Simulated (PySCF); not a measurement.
Computed properties of C₄H₈BN, SMILES B1(N)CC=CC1

C4H8BN, SMILES NB1CC=CC1. Geometry: PBE0-D3(BJ)/def2-SVP. This is a generated structure with no PubChem entry under its InChIKey; it may be hypothetical. The values are those of a single conformer. All values are computed for the isolated molecule unless a solvent is named; none is compared with measurement here.

**Structure.** The optimised structure has C2v symmetry. All 36 harmonic modes at PBE0-D3(BJ)/def2-SVP (PySCF) are real, so it is a minimum. With heavy atoms numbered as in [NH2:1][B:2]1[CH2:3][CH:4]=[CH:5][CH2:6]1, the shortest bond between them is C4–C5 at 1.341 Å and the longest B2–C6 at 1.595 Å.

**Vibrations.** The strongest infrared lines (harmonic, unscaled, degenerate partners summed) lie at 1614 cm⁻¹ (174 km/mol, H 61 %, N 23 %, B 15 %), 539 cm⁻¹ (155 km/mol, H 78 %, N 21 %), 1452 cm⁻¹ (82 km/mol, B 50 %, H 38 %). The softest mode is at 88 cm⁻¹ and the zero-point energy is 74.7 kcal/mol.

**Electronic structure.** CAM-B3LYP/def2-TZVP (PySCF) places the frontier levels at -7.91 and 1.56 eV, a gap of 9.47 eV, and gives a dipole moment of 1.93 D and a mean polarisability of 65.0 bohr³. PBE/def2-TZVP (PySCF) at the same geometry gives -5.49 and -0.18 eV, so its gap is 4.16 eV narrower. An orbital gap is neither the optical nor the fundamental gap.

**Excitations.** TDDFT-PBE0/def2-SVPD (PySCF) has S1 at 6.01 eV (206 nm, f = 0.000, dark); the most intense of the 10 singlets computed lies at 7.00 eV (f = 0.22). T1 (TDA) is at 4.21 eV. TDDFT-PBE/def2-SVPD (PySCF) puts S1 at 5.21 eV. No vertical singlet excitation falls in the visible range (under 3.1 eV).

**NMR.** GIAO shifts at PBE0/pcSseg-1 (PySCF) (non-relativistic, atoms alike by connectivity averaged): ¹³C from 26.7 to 144.6 ppm against TMS; ¹H from 1.9 to 6.3 ppm against TMS; ¹¹B at 40.7 ppm against BF3.
